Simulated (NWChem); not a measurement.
System: SiF$_{2}$, singlet; SMILES F[Si]F

All runs: NWChem. Low-valent species are run as closed-shell singlets; no triplet was tried in these runs. Coordinates come from a PBE0/def2-SVP optimisation. Ions are spin-unrestricted doublets at the neutral geometry; other ion states weren't tried.

Problem. Estimate the computed values for PBE/def2-SVP. Quantities: vertical ionisation energy, ΔSCF (eV); −ε(HOMO) (eV).

Solution. 
| Item | Result |
|---|---|
| vertical ionisation energy, ΔSCF (eV) | 10.83 |
| −ε(HOMO) (eV) | 7.00 |
